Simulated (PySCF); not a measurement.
**Frontier orbitals and the lowest excitations**

Species: [CuI2]- (charge -1 and singlet state).
Geometry (PBE0-D3(BJ)/def2-SVP, Å), atoms numbered from 1 in this order:
```
atom  x, y, z in Å
Cu1   -0.0050   -0.0324   -0.0066
I2    -0.0036   -0.0535    2.4527
I3    -0.0078   -0.0113   -2.4660
```

Theory: TDDFT CAM-B3LYP/def2-SVPD, vertical, gas phase, core orbitals frozen in the response, def2 core potentials past Kr in PySCF 2.14.0, density-fitted response routines. Spin–orbit coupling is left out. The geometry's basis has no diffuse functions, a weakness for an anion.

Kohn–Sham orbitals with the atoms that hold most of them (Löwdin shares over 4%, at most four atoms; ? is withheld):

| orbital | ε (eV) | atoms |
| --- | --- | --- |
| HOMO-3 | -4.43 | I2 47%, I3 47%, Cu1 6% |
| HOMO-2 | -4.40 | Cu1 70%, I3 15%, I2 15% |
| HOMO-1 | -3.74 | I2 38%, I3 38%, Cu1 24% |
| HOMO | -3.74 | I2 38%, I3 38%, Cu1 24% |
| LUMO | 3.42 | ? |
| LUMO+1 | 3.64 | I2 44%, I3 44%, Cu1 12% |
| LUMO+2 | 4.54 | I3 47%, I2 47%, Cu1 5% |

Task: Give the leading atoms of the LUMO.

Result: Cu1 (bonded to 2 I) 56%; I3 (bonded to Cu) 22%; I2 (bonded to Cu) 22%. By element: copper 56%, iodine 44%.

Within 0.005 eV of a neighbour in this list lie HOMO-1/HOMO (point group found: D∞h).

Task: How does S1 compare with the orbital gap of 7.17 eV?

Result: S1 is at 4.50 eV (f = 0.0000), 2.67 eV below the gap, made of HOMO-1/HOMO→LUMO (≥71%), HOMO-1/HOMO→LUMO+4 (≥14%). S1/S2 lie within about 0.01 eV of each other. Without the coupling terms of the response equations the lowest excitation would equal the gap.

For S1 the Löwdin share of copper is 24% in HOMO and 56% in LUMO.

Next come S2 at 4.50 eV (f 0.0000), HOMO-1/HOMO→LUMO (≥71%), HOMO-1/HOMO→LUMO+4 (≥14%); S3 at 5.11 eV (f 0.134), HOMO-1/HOMO→LUMO+1 (≥52%), HOMO-3→LUMO (44%); S4 at 5.11 eV (f 0.134), HOMO-1/HOMO→LUMO+1 (≥52%), HOMO-4→LUMO (44%); S5 at 5.24 eV (f 0.0000), HOMO-2→LUMO (73%), HOMO-2→LUMO+4 (16%).

Orbitals of the list HOMO-3 to LUMO+2 that lie within 0.01 eV of each other are written together with a slash and their weights summed (≥ marks a lower bound); for degenerate orbitals outside that list single weights are arbitrary.

Löwdin shares depend on the basis, the more so with diffuse functions.
